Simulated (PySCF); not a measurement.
KF, SMILES [F][K]. Geometry: PBE0-D3(BJ)/def2-TZVPD.

### Question
Give the equilibrium geometry at PBE0-D3(BJ)/def2-TZVPD (PySCF confirms it by a frequency run) as bond lengths and angles, and its point group. (The exact figures need the calculation; the answer reports its results.)

### Answer
point group C∞v.
Atoms: K1 F2. Bonds (Å): K1–F2 2.201.
